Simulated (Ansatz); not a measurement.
`BSB` + `[SiH3][O][AlH][SiH3]` → `[BH2][Al]([SiH3])[O][SiH3]` + `BS`  (formal exchange of groups at a B–S bond)

Computed with Ansatz on PBE0-D4/def2-TZVP structures; ΔE is electronic, products minus reactants. CCSD(T)/CBS adds triple-zeta CCSD(T) − MP2 to the extrapolated MP2 energy (def2 sets, frozen cores). This one scheme is used for every species. DFT in def2-TZVPP. Each species was taken in one conformer, which may not be the lowest.

| level | ΔE (kJ/mol) |
| --- | --- |
| ωB97M-V | 98.7 |
| HF/def2-QZVPP | 98.3 |

(1) What does CCSD(T)/CBS give? (Estimate.)

Largest T1 diagnostic among the species: 0.015.

## Answers

(1) Ansatz gave: +97.7 kJ/mol. The listed levels differ from it by 1.0, 0.6 kJ/mol.
